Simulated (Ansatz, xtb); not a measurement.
This triplet lies 0.18 eV above the relaxed singlet at the level B3LYP/aug-cc-pVTZ // PBE0-D3(BJ)/def2-TZVPD (Ansatz, a quantum-chemistry and plane-wave program); other levels give the other order.

Species: H4AlBN, SMILES `[BH2][Al-][NH2]` (triplet; the order of the spin states depends on the level) (charge -1, multiplicity 3).

Task: Give a relaxed geometry from GFN2-xTB (xtb 6.7.1).

Result: One answer among several that fit: the end point of this relaxation, one of several conformers (outside a Z-matrix the atoms follow the SMILES, hydrogens last).
Z-matrix (Å, degrees):
```
Al
N 1 1.8794
H 2 1.0189 1 131.36
H 2 1.0206 3 106.19 1 177.99
B 1 2.0045 2 119.63 3 173.98
H 5 1.2194 1 130.32 2 -7.13
H 5 1.2264 6 113.14 1 -179.63
```
